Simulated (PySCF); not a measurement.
Species: C₇H₈.
Geometry (GFN2-xTB, Å), atoms numbered from 1 in this order:
```
atom  x, y, z in Å
C1     4.200    0.467   -0.339
C2     3.077    0.093   -0.118
C3     1.807   -0.323    0.128
C4     0.684   -0.700    0.359
C5    -0.674   -1.132    0.594
C6    -1.672   -0.351   -0.272
C7    -1.715    1.123    0.109
H8     5.179    0.790   -0.531
H9    -0.915   -0.992    1.653
H10   -0.748   -2.201    0.368
H11   -1.387   -0.451   -1.322
H12   -2.664   -0.791   -0.149
H13   -2.404    1.665   -0.535
H14   -2.045    1.242    1.139
H15   -0.728    1.569    0.011
```

The calculation used TDDFT PBE0/def2-SVPD, vertical, gas phase, core orbitals frozen in the response in PySCF.

Broadening: Gaussians 0.4 eV wide at half height, area fixed by f = 4.319×10⁻⁹ ∫ε dν̃. The width is an assumption, not a result. The curve ends short of the highest state used, and states not computed would add to its high-energy end.

```tsv
λ (nm)	ε (L mol⁻¹ cm⁻¹)
185.5	3890
187.6	2407
189.6	1293
191.6	597
193.7	228
195.7	80
197.7	25
199.8	6
201.8	2
203.8	0
205.9	0
207.9	0
209.9	0
212.0	0
214.0	0
216.0	0
218.0	0
220.1	0
222.1	0
224.1	0
226.2	1
228.2	2
230.2	4
232.3	8
234.3	13
236.3	21
238.4	31
240.4	42
242.4	53
244.5	64
246.5	70
248.5	74
250.6	73
252.6	68
254.6	60
256.6	51
258.7	41
260.7	32
262.7	24
264.8	17
266.8	11
268.8	8
270.9	5
272.9	3
274.9	2
277.0	1
279.0	1
281.0	0
283.1	0
285.1	0
287.1	0
289.2	0
291.2	0
293.2	0
295.2	0
297.3	0
```

Q: Where are the band maxima, and which computed states make them?

A: 249 nm (4.98 eV), ε about 74, made up of S2 (70%) and S3 (29%) (ε in L mol⁻¹ cm⁻¹; maxima over ε = 5, shares over 10%). At its high-energy end, 6.68 eV, the curve is still rising (ε about 3800, from S5). The states used: S1 4.77 eV (f 0.0000); S2 4.98 eV (f 0.0008); S3 4.98 eV (f 0.0003); S4 6.82 eV (f 0.0024); S5 6.83 eV (f 0.082); S6 7.28 eV (f 0.0003).

Q: On this curve, what absorbance would a 10⁻⁴ mol/L sample give at 248 nm over a 1 cm path?

A: 248 nm is 4.999 eV, where ε is about 73 L mol⁻¹ cm⁻¹, so A = ε c l ≈ 0.0073 (Beer–Lambert, with the gas-phase spectrum and the assumed width).

Q: Coming from long wavelengths, where does ε first pass 100 L mol⁻¹ cm⁻¹?

A: At about 195 nm (6.35 eV), 1.58 eV above S1.

Q: What would ε be at 4.98 eV, the highest of these maxima, with half the width (0.2 eV)?

A: About 147 L mol⁻¹ cm⁻¹ against 73.8, a factor of about 1.99; a lone state at its own centre would give exactly 2.

One conformer stands for the species.
